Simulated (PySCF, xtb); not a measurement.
boron oxyfluoride (BFO), SMILES FB=O.

GFN2-xTB (xtb) at its own geometry gives an orbital gap of 9.38 eV and a dipole moment of 1.44 D.

Geometry: PBE-D3(BJ)/def2-TZVP.

**Question.** What does M06-2X/def2-TZVPD (PySCF) give? (The exact figures need the calculation; the answer reports its results.)

**Answer.** gap 11.37 eV (levels -11.92 and -0.54 eV), dipole 2.21 D.
